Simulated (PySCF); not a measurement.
## Electron correlation in Cd⁺ (cadmium, charge +1)

[Kr] 4d10 5s1, 2S determinant. All numbers are calculated (PySCF 2.14, scalar relativity through the core potential, in cc-pVDZ-PP with ECP28MDF). Frozen: 4s2 4p6; 11 electrons correlated.

MP2 pair energies summed by pair of shells (mhartree):

| pair | energy | share (%) |
| --- | --- | --- |
| 4d-4d | -262.96 | 90.2 |
| 4d-5s | -28.55 | 9.8 |

Total MP2 correlation energy: -291.51 mhartree.

Same-spin part -110.38 and opposite-spin part -181.14 mhartree; SCS-MP2 scales them by 1/3 and 6/5 to -254.16 mhartree.

```csv
level,correlation energy (mhartree)
CCSD,-279.24
(T),-2.88
CCSD(T),-282.12
```

Diagnostics: T1 = 0.0057, D1 = 0.0254, largest double amplitude 0.021.

Cost of the coupled-cluster step: 1.1 s of wall time on 1 thread of Neoverse-V1 (shared host), for 11 correlated electrons.
